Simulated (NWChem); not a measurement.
System meant: Si$_{2}$H$_{4}$OClF; SMILES Cl[Si@]([SiH3])(F)O

NWChem input:

```
start job
memory heap 200 mb stack 900 mb global 1100 mb
geometry units angstroms noautoz
  O      1.357930     0.108084    -1.346379
  Si     0.390488     0.050643    -0.020236
  F      1.276950     0.317867     1.311255
  Si    -0.663826    -2.020183     0.085964
  Cl    -0.986952     1.589043    -0.067477
  H      1.788101     0.940113    -1.572040
  H      0.354375    -3.109899     0.142813
  H     -1.519596    -2.184399    -1.125341
  H     -1.514726    -2.059212     1.311244
end
basis spherical
  O library def2-svp
  Si library def2-svp
  F library def2-svp
  Cl library def2-svp
  H library def2-svp
end
dft
  xc pbe0
  iterations 4
  mulliken
end
task dft energy
```

End of the output:

```
    Atom       Charge   Shell Charges
 -----------   ------   -------------------------------------------------------
    1 O    8     8.20   1.97  0.88  0.59  2.72  2.03  0.01
    2 Si  14    13.65   2.00  1.93  0.66  0.32  5.81  1.20  0.97  0.77
    3 F    9     9.21   1.98  1.02  0.77  3.21  2.23  0.01
    4 Si  14    13.77   2.00  1.94  0.70  0.37  5.82  1.36  1.40  0.19
    5 Cl  17    17.06   2.00  1.96  1.05  0.80  5.82  2.26  3.16  0.02
    6 H    1     0.90   0.55  0.17  0.19
    7 H    1     1.07   0.63  0.41  0.03
    8 H    1     1.07   0.63  0.41  0.03
    9 H    1     1.07   0.63  0.41  0.03

 center of mass
 --------------
 x =   0.01751886 y =   0.11751080 z =   0.03985436

 moments of inertia (a.u.)
 ------------------
        1042.356973038005           0.000000000000          -0.000000000000
           0.000000000000         665.697092864050          -0.000000000000
          -0.000000000000          -0.000000000000        1226.940914885770

     Multipole analysis of the density
     ---------------------------------

     L   x y z        total         alpha         beta         nuclear
     -   - - -        -----         -----         ----         -------
     0   0 0 0     -0.000000    -33.000000    -33.000000     66.000000

     1   1 0 0      0.133126      0.066563      0.066563     -0.000000
     1   0 1 0     -0.041463     -0.020731     -0.020731     -0.000000
     1   0 0 1     -0.398082     -0.199041     -0.199041      0.000000

     2   2 0 0    -37.342972   -129.696431   -129.696431    222.049890
     2   1 1 0      2.684516     -6.113476     -6.113476     14.911467
     2   1 0 1     -1.885153      3.010639      3.010639     -7.906430
     2   0 2 0    -36.286780   -233.652861   -233.652861    431.018942
     2   0 1 1     -2.185711      0.746861      0.746861     -3.679434
     2   0 0 2    -38.900858    -82.789391    -82.789391    126.677924

 ------------------------------------------------------------------------
 dft energy failed                                                                                  0
 ------------------------------------------------------------------------
 ------------------------------------------------------------------------
  current input line :
    26: task dft energy
 ------------------------------------------------------------------------
 ------------------------------------------------------------------------
 This type of error is most commonly associated with calculations not reaching convergence criteria
 ------------------------------------------------------------------------
 For more information see the NWChem manual at https://nwchemgit.github.io

0:dft energy failed:Received an Error in Communication
```

Problem. What is wrong, and how is it mended?

Solution. The run did not converge; its last values are not results. Cause: the SCF was allowed too few iterations. This input runs:
```
start job
memory heap 200 mb stack 900 mb global 1100 mb
geometry units angstroms noautoz
  O      1.357930     0.108084    -1.346379
  Si     0.390488     0.050643    -0.020236
  F      1.276950     0.317867     1.311255
  Si    -0.663826    -2.020183     0.085964
  Cl    -0.986952     1.589043    -0.067477
  H      1.788101     0.940113    -1.572040
  H      0.354375    -3.109899     0.142813
  H     -1.519596    -2.184399    -1.125341
  H     -1.514726    -2.059212     1.311244
end
basis spherical
  * library def2-svp
end
dft
  xc pbe0
  iterations 150
  mulliken
end
task dft energy
```
It converges to -1215.77579 Ha (PBE0/def2-SVP).
